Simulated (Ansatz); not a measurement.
The molecule AgH, closed-shell singlet (the spin of the measured ground state). No spin–orbit coupling.

The constants come from a fifth-degree fit in 1/R (seven points, main isotopes). In def2 and cc sets the state is the lowest found near the PBE0 minimum, followed along R. The singlet is held restricted.

Correlated levels freeze the inner cores; with def2 sets outer-core shells near the valence are correlated too. CBS(a, b) extrapolates the correlation energy as X⁻³ and adds the Hartree–Fock energy of set b.

Run with Ansatz (a program for electronic structure) with Gaussian orbitals. Values without a source in brackets are computed. In def2 rows elements past Kr take small-core potentials, without spin–orbit coupling.

Quantity: r_e, from seven points a level.

Costs are ratios of core time to PBE/def2-TZVPP (roughly 2.7 s), for whole runs (searches for the state included, and forces where a run took them) on one shared machine, so rough; each error counts from the measured 1.6181 Å [Huber and Herzberg (1979), NIST Chemistry WebBook].

```json
[
 {"level": "PBE/def2-TZVPP", "basis functions": "70", "cost": "×1", "error (Å)": "-0.012"},
 {"level": "B3LYP/def2-TZVPP", "basis functions": "70", "cost": "×1", "error (Å)": "-0.001"},
 {"level": "BHLYP/def2-TZVPP", "basis functions": "70", "cost": "×1", "error (Å)": "0.017"},
 {"level": "PBE0/def2-TZVPP", "basis functions": "70", "cost": "×1", "error (Å)": "-0.002"},
 {"level": "B2PLYP/def2-TZVPP", "basis functions": "70", "cost": "×2", "error (Å)": "-0.013"},
 {"level": "r2SCAN/def2-TZVPP", "basis functions": "70", "cost": "×2", "error (Å)": "-0.024"},
 {"level": "B97M-V/def2-TZVPP", "basis functions": "70", "cost": "×3", "error (Å)": "0.018"},
 {"level": "wB97X-V/def2-TZVPP", "basis functions": "70", "cost": "×3", "error (Å)": "0.008"},
 {"level": "CCSD(T)/def2-TZVPP", "basis functions": "70", "cost": "×4", "error (Å)": "-0.012"},
 {"level": "wB97M-V/def2-TZVPP", "basis functions": "70", "cost": "×4", "error (Å)": "0.007"},
 {"level": "CCSD(T)/def2-QZVPP", "basis functions": "118", "cost": "×10", "error (Å)": "-0.012"},
 {"level": "CCSD(T)/CBS(def2-TZVPP, def2-QZVPP)", "basis functions": "-", "cost": "×20", "error (Å)": "-0.012"}
]
```

What the step from CCSD(T)/def2-TZVPP to CCSD(T)/def2-QZVPP costs and buys: 70 to 118 functions, cost ×4 (rough); the error goes from -0.012 to -0.012 Å.
